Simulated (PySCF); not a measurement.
SMILES [SiH3][O][Mg][CH2]C, CAM-B3LYP/def2-SVP optimised geometry.

```
13

Mg    -1.71    -2.04     2.69
C     -2.50    -3.08     4.31
C     -1.86    -4.44     4.64
H     -3.58    -3.21     4.14
H     -2.44    -2.42     5.20
H     -0.79    -4.35     4.88
H     -1.95    -5.15     3.81
H     -2.34    -4.92     5.52
O     -1.05    -1.12     1.28
Si    -0.45    -0.31     0.00
H     -0.89    -0.91    -1.29
H      1.05    -0.31     0.00
H     -0.89     1.12     0.00
```

Density from PySCF with CAM-B3LYP/def2-TZVP at that geometry.

Minimum of the electron density along straight lines between bonded atoms, close to the bond critical point (lines longer than 1.1 times the sum of covalent radii, or with two minima, are not listed):

```
bond      length / Å  ρ at the minimum / e bohr⁻³  ∇²ρ there / e bohr⁻⁵  position (fraction from the first atom)
--------  ----------  ---------------------------  --------------------  ---------------------------------------
Mg1–C2         2.090                          ___                  0.25                                     0.42
C2–C3          1.535                        0.238                   ___                                     0.49
C2–H4          1.105                        0.265                 -0.86                                     0.64
C2–H5          1.105                        0.265                 -0.86                                     0.64
C3–H6          1.102                        0.272                 -0.91                                     0.64
C3–H7          1.102                        0.272                 -0.91                                     0.64
C3–H8          1.104                        0.271                 -0.91                                     0.64
Mg1–O9         1.803                          ___                  0.64                                     0.45
O9–Si10        1.634                        0.142                  0.85                                     0.59
Si10–H11       1.495                        0.120                  0.14                                     0.49
Si10–H12       1.495                        0.121                  0.14                                     0.49
Si10–H13       1.495                        0.121                  0.14                                     0.49
```

### Question
Fill in the missing entries.

### Answer

- Mg1–C2, ρ at the minimum / e bohr⁻³: 0.058
- C2–C3, ∇²ρ there / e bohr⁻⁵: -0.57
- Mg1–O9, ρ at the minimum / e bohr⁻³: 0.075
